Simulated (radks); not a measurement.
The numbers below are computed, except where a source is named.
The antimony ion Sb+ inside a hard spherical wall (all orbitals vanish at R), configuration held at [Kr] 4d10 5s2 5p2 and not refilled when levels cross. Level of theory: scalar-relativistic Kohn-Sham, PBE, spin-polarised, spherical densities, point nucleus; open shells are filled with parallel spins first (spin-orbit coupling, left out, can overturn this in heavy ions) (a radial shooting solver on a logarithmic mesh with Libxc functionals). Eigenvalues in eV for spin up, with the zero of energy where the potential of the charges vanishes at infinity; a dash marks a level that is unbound or too diffuse for the functional's potential to be trusted. A positive occupied level is held by the wall or, in an anion where self-interaction has pushed it up, behind a barrier. The pressure on the wall is -dE/dV.

R (bohr)  E (hartree)  kinetic (hartree)    e(4p)    e(4d)    e(5s)    e(5p)  e(6s, empty)  e(5d, empty)  pressure (GPa)
free      -6481.17410           6778.770  -110.25  -42.005  -21.235  -12.624        -4.866        -3.818               0
12        -6481.17410           6778.770  -110.25  -42.005  -21.234  -12.624        -4.833        -3.796        < 0.0001
8         -6481.17357           6778.777  -110.22  -41.973  -21.210  -12.597        -3.930        -3.350          0.0317
6         -6481.16096           6778.880  -109.81  -41.570  -20.913  -12.212        -0.156        -1.658            1.34
5         -6481.11105           6779.201  -108.82  -40.619  -20.161  -11.156         6.120         1.106            9.25
4         -6480.86657           6780.455  -106.03  -37.947  -17.559   -7.460        22.609         8.467            72.5
3.5       -6480.47602           6782.191  -103.12  -35.196  -14.141   -2.754        40.415        16.569             223
3         -6479.51659           6786.119  -98.048  -30.391   -6.741    6.988        73.020        31.682             774
2.5       -6476.89297           6796.255  -88.313  -20.875   11.166   29.289        138.01        62.479            3230
2         -6468.40069           6827.302  -66.798    1.783   61.622   88.099        284.66        133.79           17800
